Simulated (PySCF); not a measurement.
# One molecule, several mistakes: Al2BH4N

All numbers below are calculated, not measured. The program is PySCF 2.14.0, an open-source quantum chemistry code, run on an isolated molecule that a program drew, which may never have been made. The molecule is Al2BH4N (charge 0, singlet), drawn as the SMILES string `[BH2][AlH][NH][Al]`.

Each row is a Hartree-Fock (HF) and frozen-core CCSD(T) single point in the cc-pV(D+d)Z basis, meant for a local HF minimum. Run 1 is clean. Each other run has one planted mistake out of seven kinds, and not every kind appears here: one electron removed, one electron added, multiplicity raised by two, geometry at a saddle point, minimal basis STO-3G, one bond length entered in bohr, all coordinates scaled. The reference is restricted for singlets and unrestricted otherwise, and also for a bond in bohr. Adding or removing an electron swaps singlet and doublet. Electrons count all cores. HOMO and LUMO are orbital energies over both spins, the gradient is its largest component, and the lowest frequency (negative if imaginary) is given only where the gradient is small. Bond lengths are over the 7 bonds as drawn. T1 is the CCSD diagnostic: over 0.02 (restricted) or 0.045 (unrestricted) a single reference is doubtful.

Geometry of the clean run:
```xyz
8
Al2BH4N, angstrom
B     1.2216   -1.4757   -0.3075
Al    0.0636    0.3410   -0.3216
N    -0.5809    1.0404    1.2034
Al   -0.4676    0.5130    2.9273
H     0.7242   -2.5672   -0.4258
H     2.4224   -1.4840   -0.2053
H    -0.2504    1.1075   -1.6777
H    -1.1058    1.8939    1.0479
```

| run | electrons | basis functions | <S^2> | HOMO (eV) | LUMO (eV) | gradient (hartree/bohr) | lowest frequency (cm^-1) | mean bond (Å) | longest bond (Å) | T1 | HF (hartree) | CCSD(T) (hartree) | mistake |
|---|---|---|---|---|---|---|---|---|---|---|---|---|---|
| 1 | 42 | 94 | 0.000 | -8.13 | 0.94 | 3.7e-05 | 86 | 1.5388 | 2.154 | 0.0151 | -565.31506 | -565.73608 | no fault |
| 2 | 42 | 94 | 0.672 | -8.21 | 0.65 | 2.1e-02 | - | 1.6920 | 2.278 | 0.0639 | -565.20135 | -565.62175 | one bond length entered in bohr |
| 3 | 41 | 94 | 0.759 | -13.80 | -6.57 | 4.9e-02 | - | 1.5388 | 2.154 | 0.0201 | -565.04653 | -565.43442 | one electron removed |
| 4 | 43 | 94 | 0.783 | -0.55 | 5.09 | 3.8e-02 | - | 1.5388 | 2.154 | 0.0233 | -565.30223 | -565.74556 | one electron added |
| 5 | 42 | 94 | 2.004 | -6.16 | -0.01 | 8.2e-03 | - | 1.5388 | 2.154 | 0.0198 | -565.25111 | -565.64428 | ? |

**Which mistake was planted in run 5, and what did it cost?**

Electrons, basis and geometry are unchanged, and <S^2> is 2.004, beside S(S+1) = 2.00 for a multiplicity of 3. So the mistake is: multiplicity raised by two. Subtracting run 1 and multiplying by 627.51 kcal/mol a hartree, the energy moved by 40.1 kcal/mol in HF and 57.6 kcal/mol in CCSD(T).

Cautions from the logs. Run 2: T1 is over the limit, so its CCSD(T) energy is less reliable.
